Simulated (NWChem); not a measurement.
System: SiNH₄OCl; SMILES N[SiH](O)Cl

Output (shortened):

```
             Northwest Computational Chemistry Package (NWChem) 7.3.0
             --------------------------------------------------------

                             Geometry "geometry" -> ""
                             -------------------------

 Output coordinates in angstroms (scale by  1.889725989 to convert to a.u.)

  No.       Tag          Charge          X              Y              Z
 ---- ---------------- ---------- -------------- -------------- --------------
    1 Si                  14.0000    -0.07714900    -0.53321600    -0.40496700
    2 N                    7.0000     1.25007200    -1.34136100     0.28138500
    3 O                    8.0000    -1.43183400    -1.03026800     0.40079100
    4 Cl                  17.0000    -0.05548500     1.55076500    -0.21865000
    5 H                    1.0000    -0.07758900    -0.80039800    -1.86280900
    6 H                    1.0000     2.11483300    -1.45682400    -0.23236500
    7 H                    1.0000     1.38583500    -1.38529400     1.28457700
    8 H                    1.0000    -2.11895300    -0.36495800     0.50371200

 Effective nuclear repulsion energy (a.u.)     226.3576899307

                                 NWChem DFT Module
                                 -----------------

 Summary of "ao basis" -> "ao basis" (spherical)
 ------------------------------------------------------------------------------
       Tag                 Description            Shells   Functions and Types
 ---------------- ------------------------------  ------  ---------------------
 Si                          6-31g*                  8       18   4s3p1d
 N                           6-31g*                  6       14   3s2p1d
 O                           6-31g*                  6       14   3s2p1d
 Cl                          6-31g*                  8       18   4s3p1d
 H                           6-31g*                  2        2   2s

 in cosmo_initialize ...
 calling solv_data for solv:thf

 solvent parameters
 solvname_short: thf
 solvname_long:  tetrahydrofuran
 dielec:        7.4257
 dielecinf:     1.9740
 nonaqueous SMD model solvent descriptors
 dielec:        7.4257
 sola:          0.0000
 solb:          0.4800
 solc:          0.0000
 solg:         39.4400
 solh:          0.0000
 soln:          1.4050

          ---------------
          -cosmo- solvent
          ---------------
 Cosmo: York-Karplus, doi: 10.1021/jp992097l
 dielectric constant -eps-     =   7.43
 screen = (eps-1)/(eps    )    =   0.86533
 surface charge correction     = lagrangian

   van der Waals surface
 --------------------------

 ---------- ATOMIC COORDINATES (A.U.) ------------ VDWR(ANG.) --
     1   -0.14579047   -1.00763213   -0.76527666     2.470
     2    2.36229355   -2.53480474    0.53174055     1.890
     3   -2.70577392   -1.94692421    0.75738517     2.294
     4   -0.10485145    2.93052092   -0.41318859     2.380
     5   -0.14662195   -1.51253290   -3.52019858     1.200
     6    3.99645488   -2.75299817   -0.43910618     1.200
     7    2.61884842   -2.61782607    2.42749854     1.200
     8   -4.00424055   -0.68967062    0.95187766     1.200
 number of segments per atom =        128
 number of   points per atom =        128
 atom (   nspa,  nppa )
 ----------------------
    1 (     44,     0 )       0
    2 (     55,     0 )       0
    3 (     80,     0 )       0
    4 (     92,     0 )       0
    5 (     30,     0 )       0
    6 (     43,     0 )       0
    7 (     41,     0 )       0
    8 (      0,     0 )       0
 number of -cosmo- surface points =      385
 molecular surface =    135.493 angstrom**2
 molecular volume  =    131.540 angstrom**3
 -lineq- algorithm             =   0
 -bem- low  level              =   3
 -bem- from -octahedral-
 gaussian surface charge width =   4.50000
 degree of switching           =   1.00000
 switching function tolerance  =   0.00010
 atomic radii =
 --------------
    1 14.000  2.470
    2  7.000  1.890
    3  8.000  2.294
    4 17.000  2.380
    5  1.000  1.200
    6  1.000  1.200
    7  1.000  1.200
    8  1.000  1.200
 ...... end of -cosmo- initialization ......

 nat:                     8
 ixmem:                  3618
 calling mnsol_interface()
 G(SMD-CDS) energy (kcal/mol)  =    -0.593
 SMD-CDS SASA (angstrom**2)    =   135.336

[...]

                                COSMO-SMD solvation results
                                ---------------------------

             internal energy in gas <Psi(g)|H|Psi(g)> =      -881.734365530199
         internal energy in solvent <Psi(s)|H|Psi(s)> =      -881.733654048979
                               delta internal energy  =         0.000711481220 (    0.45 kcal/mol)
   total free energy in solvent <Psi(s)|H+V/2|Psi(s)> =      -881.744136505172
 polarization energy contribution <Psi(s)|V/2|Psi(s)> =        -0.010482456193 (   -6.58 kcal/mol)
    total free energy in solvent including G(SMD-CDS) =      -881.745081692817
                       G(SMD-CDS) energy contribution =        -0.000945187645 (   -0.59 kcal/mol)
     1 M fixed-concentration free energy of solvation =        -0.010716162618 (   -6.72 kcal/mol)

                       DFT Final Molecular Orbital Analysis
                       ------------------------------------

 Vector   23  Occ=2.000000D+00  E=-3.315932D-01
              MO Center= -5.6D-01,  3.8D-01, -5.4D-02, r^2= 3.3D+00
   Bfn.  Coefficient  Atom+Function         Bfn.  Coefficient  Atom+Function
  ----- ------------  ---------------      ----- ------------  ---------------
    53      0.416050  4 Cl px                55     -0.283260  4 Cl pz
    36      0.274928  3 O  py                57      0.220308  4 Cl px
    37      0.217158  3 O  pz                35      0.209071  3 O  px
    54      0.209871  4 Cl py                40      0.205121  3 O  py
    41      0.171368  3 O  pz                49     -0.162398  4 Cl px

 Vector   24  Occ=2.000000D+00  E=-3.261476D-01
              MO Center= -2.1D-01,  4.2D-01, -4.5D-01, r^2= 3.4D+00
   Bfn.  Coefficient  Atom+Function         Bfn.  Coefficient  Atom+Function
  ----- ------------  ---------------      ----- ------------  ---------------
    55      0.536998  4 Cl pz                59      0.299383  4 Cl pz
    66      0.292152  5 H  s                 37      0.248523  3 O  pz
    51     -0.209934  4 Cl pz                41      0.189856  3 O  pz
    65      0.189930  5 H  s                  9     -0.150404  1 Si pz
    24     -0.108391  2 N  s                 21      0.089182  2 N  px

 Vector   25  Occ=2.000000D+00  E=-2.809646D-01
              MO Center=  1.0D+00, -1.0D+00,  1.7D-01, r^2= 2.2D+00
   Bfn.  Coefficient  Atom+Function         Bfn.  Coefficient  Atom+Function
  ----- ------------  ---------------      ----- ------------  ---------------
    22      0.506581  2 N  py                26      0.437831  2 N  py
    53     -0.207599  4 Cl px                54      0.177650  4 Cl py
    21      0.170772  2 N  px                25      0.146127  2 N  px
    58      0.130006  4 Cl py                12      0.127546  1 Si py
    57     -0.112282  4 Cl px                56     -0.096292  4 Cl s

 Vector   26  Occ=0.000000D+00  E= 5.530638D-02
              MO Center= -7.0D-01, -3.4D-01, -3.8D-01, r^2= 4.2D+00
   Bfn.  Coefficient  Atom+Function         Bfn.  Coefficient  Atom+Function
  ----- ------------  ---------------      ----- ------------  ---------------
    11      1.025301  1 Si px                38      0.779093  3 O  s
    10     -0.525499  1 Si s                  7      0.296668  1 Si px
    13     -0.272493  1 Si pz                57     -0.243579  4 Cl px
    24     -0.231044  2 N  s                 72     -0.219671  8 H  s
    58     -0.207336  4 Cl py                40      0.200992  3 O  py

 Vector   27  Occ=0.000000D+00  E= 6.629597D-02
              MO Center=  3.9D-01,  9.7D-03, -2.7D-01, r^2= 4.2D+00
   Bfn.  Coefficient  Atom+Function         Bfn.  Coefficient  Atom+Function
  ----- ------------  ---------------      ----- ------------  ---------------
    10      1.124140  1 Si s                 12      0.685130  1 Si py
    24     -0.673601  2 N  s                 56     -0.674350  4 Cl s
    58      0.638162  4 Cl py                 8      0.425256  1 Si py
    11      0.395174  1 Si px                66     -0.368652  5 H  s
     6      0.352561  1 Si s                 26     -0.319422  2 N  py

 Vector   28  Occ=0.000000D+00  E= 7.513546D-02
              MO Center=  1.6D-01, -1.1D+00, -1.1D-01, r^2= 5.0D+00
   Bfn.  Coefficient  Atom+Function         Bfn.  Coefficient  Atom+Function
  ----- ------------  ---------------      ----- ------------  ---------------
    24      1.128596  2 N  s                 12      0.921616  1 Si py
    72     -0.508675  8 H  s                 38      0.474404  3 O  s
    56     -0.465476  4 Cl s                 11     -0.442471  1 Si px
    13     -0.351236  1 Si pz                70     -0.346242  7 H  s
    68     -0.340953  6 H  s                  8      0.332506  1 Si py

     Multipole analysis of the density
     ---------------------------------

     L   x y z        total         alpha         beta         nuclear
     -   - - -        -----         -----         ----         -------
     0   0 0 0     -0.000000    -25.000000    -25.000000     50.000000

     1   1 0 0      0.401801      3.435519      3.435519     -6.469237
     1   0 1 0     -0.391513      2.394268      2.394268     -5.180049
     1   0 0 1      0.175766      4.356254      4.356254     -8.536743

     2   2 0 0    -22.298712    -79.650675    -79.650675    137.002638
     2   1 1 0     -3.726591      7.043532      7.043532    -17.813656
     2   1 0 1      0.153605      2.074883      2.074883     -3.996161
     2   0 2 0    -32.972615   -142.839250   -142.839250    252.705885
     2   0 1 1      0.417722     15.958110     15.958110    -31.498497
     2   0 0 2    -26.921335    -31.987231    -31.987231     37.053126
```

Level: PBE0/6-31G* (spherical d), SMD on the gas-phase geometry. Structure relaxed at the PBE0/def2-SVP level. Solvent: tetrahydrofuran.

Problem. Write an input that gives this output.

Solution. Several could match; the one computed here: the input that was run:
```
start job
memory heap 200 mb stack 900 mb global 1100 mb
geometry units angstroms noautosym nocenter noautoz
  Si    -0.077149    -0.533216    -0.404967
  N      1.250072    -1.341361     0.281385
  O     -1.431834    -1.030268     0.400791
  Cl    -0.055485     1.550765    -0.218650
  H     -0.077589    -0.800398    -1.862809
  H      2.114833    -1.456824    -0.232365
  H      1.385835    -1.385294     1.284577
  H     -2.118953    -0.364958     0.503712
end
basis spherical
  * library 6-31g*
end
dft
  xc pbe0
  iterations 150
end
cosmo
  do_cosmo_smd true
  solvent thf
end
task dft energy
```
